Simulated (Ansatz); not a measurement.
# Ligand exchange: C2H3Cl + GeH3(SH) → C2H4S + GeH3Cl

Species: C2H3Cl `C=CCl`, singlet; GeH3(SH), singlet; C2H4S `C=CS`, singlet; GeH3Cl (chlorogermane) `[Cl][GeH3]`, singlet. The partners trade Cl for SH: C–Cl and Ge–SH bonds give way to C–SH and Ge–Cl.

Shapes, held fixed at every level: PBE0-D4/def2-TZVP. Flexible molecules stand in one conformer, not always the lowest. Programs: Ansatz 0.2.0. Electronic energies: no zero-point or thermal term.

```
              level                    kind  ΔE (kJ/mol)  less CCSD(T)/def2-TZVPP  CPU time (sum over the molecules)
B3LYP-D4/def2-TZVPP           global hybrid        -42.9                     -2.5                               14 s
 PBE0-D4/def2-TZVPP           global hybrid        -40.8                     -0.4                               10 s
 wB97X-V/def2-TZVPP  range-separated hybrid        -42.4                     -2.0                               26 s
  B2PLYP/def2-TZVPP           double hybrid        -43.0                     -2.6                               17 s
     MP2/def2-TZVPP     perturbation theory        -42.2                     -1.8                                  –
    CCSD/def2-TZVPP   coupled cluster or CI        -41.5                     -1.1                                  –
 CCSD(T)/def2-TZVPP   coupled cluster or CI        -40.4                      0.0                               74 s
```

The highest level, CCSD(T)/def2-TZVPP, gives ΔE = -40.4 kJ/mol; the levels span -43.0 to -40.4. The column of differences is taken from that level and isn't an error. No measured value is set beside it here. Relativity is left out for Ge unless named. Correlated rows may include outer-core shells of Ge, which these sets cover unevenly. Times are processor times on shared x86 and Arm servers, and rough.
